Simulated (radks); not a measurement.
Species: Mg2+. Configuration: 2s2 2p6 3d2 (not the ground configuration). Method: Dirac Kohn-Sham, B86b exchange with PBE correlation, spin-unpolarised, spherical densities, finite nucleus; open shells fill j = l - 1/2 first; Fermi nuclear charge, rms radius 3.057 fm; computed with a radial shooting solver on a logarithmic mesh with Libxc functionals. Some entries of the table are withheld. Estimate them.

| orbital | occ. | eigenvalue (eV) | <r^2> (bohr^2) | r(max) (bohr) |
|---|---|---|---|---|
| 2s1/2 | 2 | (1) | 0.4374 | (2) |
| 2p1/2 | 2 | (3) | 0.3600 | (4) |
| 2p3/2 | 4 | (5) | 0.3623 | (6) |
| 3p1/2 | 0 | -23.7602 | (7) | 1.855 |
| 3p3/2 | 0 | -23.7115 | (8) | 1.859 |
| 3d3/2 | 2 | (9) | 8.716 | 2.295 |
| 3d5/2 | 0 | (10) | 8.719 | 2.295 |

Answer. 
(1) 2s1/2 eigenvalue (eV): -152.7233
(2) 2s1/2 r(max) (bohr): 0.4902
(3) 2p1/2 eigenvalue (eV): -126.0311
(4) 2p1/2 r(max) (bohr): 0.3912
(5) 2p3/2 eigenvalue (eV): -125.4783
(6) 2p3/2 r(max) (bohr): 0.3925
(7) 3p1/2 <r^2> (bohr^2): 5.341
(8) 3p3/2 <r^2> (bohr^2): 5.360
(9) 3d3/2 eigenvalue (eV): -13.4482
(10) 3d5/2 eigenvalue (eV): -13.4460
